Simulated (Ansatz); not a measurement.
One change: `[NH2][GaH][SiH2]C=O` becomes `O=C[SiH2]Br`.

Ansatz, PBE0-D4/def2-TZVP geometries, multiplicity 1. Each molecule was computed in one conformer, which needn't be the lowest.

Scalar relativity is left out up to krypton. Spin–orbit coupling is left out; it splits and shifts lone-pair levels of the heavy atoms by tenths of an eV.

```csv
property,`[NH2][GaH][SiH2]C=O`
LUMO energy (B3LYP/def2-TZVPP) / eV,-2.11
LUMO energy (ωB97M-V/def2-TZVPP) / eV,0.00
HOMO–LUMO gap (B3LYP/def2-TZVPP) / eV,4.54
size of the dipole moment (ωB97M-V/def2-TZVPP) / D,3.32
HOMO energy (B3LYP/def2-TZVPP) / eV,-6.65
HOMO–LUMO gap (PBE/def2-TZVPP) / eV,2.65
```

Q: Give the same properties after the change, and the shifts. (Estimate.)

A: Ansatz gave: 
```csv
property,`O=C[SiH2]Br`,shift
LUMO energy (B3LYP/def2-TZVPP) / eV,-2.31,-0.20
LUMO energy (ωB97M-V/def2-TZVPP) / eV,0.22,0.22
HOMO–LUMO gap (B3LYP/def2-TZVPP) / eV,4.92,0.38
size of the dipole moment (ωB97M-V/def2-TZVPP) / D,0.98,-2.34
HOMO energy (B3LYP/def2-TZVPP) / eV,-7.23,-0.58
HOMO–LUMO gap (PBE/def2-TZVPP) / eV,2.80,0.15
```

With PBE0 the HOMO falls by 0.58 eV and the LUMO falls by 0.17 eV, so the gap widens by about 0.41 eV. PBE moves the HOMO by -0.55 eV and ωB97M-V by -0.62 eV. Dipoles are sizes alone; their direction can turn.

B3LYP here is the variant with VWN-RPA as its local correlation; programs differ in this.
